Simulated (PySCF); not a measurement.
# Calibrating a computed adiabatic ionisation energy

Energies: ωB97X-D3(BJ)/ma-def2-TZVP (PySCF, density fitting, integration grid level 2) on PBE0-D3(BJ)/def2-SVP structures. ωB97X-D3(BJ) is ωB97X-V with D3(BJ) in place of VV10. Zero-point energies come from unscaled PBE0-D3(BJ)/def2-SVP harmonic frequencies.

```tsv
molecule	computed / eV	measured / eV
4-fluorotoluene, `Cc1ccc(F)cc1` (C7H7F)	8.62	8.79
3,3,3-trifluoropropylamine, `NCCC(F)(F)F` (C3H6F3N)	9.10	9.30
3,6-difluoropyridazine, `Fc1ccc(F)nn1` (C4H2F2N2)	9.53	10.17
2-fluorobenzonitrile, `N#Cc1ccccc1F` (C7H4FN)	9.63	?
3-fluorobenzonitrile, `N#Cc1cccc(F)c1` (C7H4FN)	9.66	9.79
trifluoroacetamide, `NC(=O)C(F)(F)F` (C2H2F3NO)	10.78	10.80
```

Fit a straight line to the complete rows and predict the measured value of 2-fluorobenzonitrile, `N#Cc1ccccc1F` (C7H4FN).

measured = 0.998 + 0.9197·computed (5 points, rms 0.20 eV, correlation 0.955). At 9.63 this gives 9.85 eV; the measured value is 9.78 eV, so the fit is off by 0.07.

Measured values: NIST Chemistry WebBook, evaluated or the median of agreeing entries.

3,6-difluoropyridazine: the gap is larger than usual, and may come from another state, site, conformer or species, from an onset or band maximum that doesn't mark the energy named, from the functional or basis, or from an outlying measurement.

(2-fluorobenzonitrile) Hardware: 1 thread of Arm Neoverse V1, shared with other jobs. Command: `OMP_NUM_THREADS=1 python redox_run.py task.json out`. Structures, frequencies and single points: 36 min.
